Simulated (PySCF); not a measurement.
```xyz
4
charge 0 multiplicity 5, angstrom
Pd    0.0000    0.0000    0.7192
O     0.0000    0.0000    2.5663
I     2.3503    0.0000   -0.4442
I    -2.3503    0.0000   -0.4442
```

All numbers come from PySCF, UB3LYP, basis Pd def2-SVP with ECP28, O def2-SVP, I def2-SVP with ECP28 (scalar-relativistic core potentials, no spin–orbit coupling, density fitting).

This geometry of PdOI2 is a stationary point at this level.

Problem. What is the point group?

Solution. C2v.

Problem. Is it a minimum?

Solution. Yes: all harmonic wavenumbers are real, though the softest, 42 cm⁻¹, leaves little margin.

Problem. What are the dipole moment and the gap between the highest occupied and lowest empty levels of either spin?

Solution. 1.17 D and 1.09 eV.

Problem. Give the atomic charges and bond orders.

Solution. 
```tsv
atom	Mulliken	Löwdin	polar tensor	spin (Mulliken)	Mayer order to Pd1
Pd1	0.27	-0.51	0.24	1.12	–
O2	-0.20	0.01	-0.05	1.53	1.34
I3,4	-0.04	0.25	-0.09	0.67	0.92
```

Problem. What is the atomisation energy, with and without zero-point energy?

Solution. 536 kJ/mol without, 529 kJ/mol with.

Other isomers or separated fragments may lie lower. Other spin states or occupations of the open shell can lie lower. At this level a triplet minimum of Cs symmetry lies 48 kJ/mol below this structure. No spin–orbit coupling is included, which matters more the heavier the element.
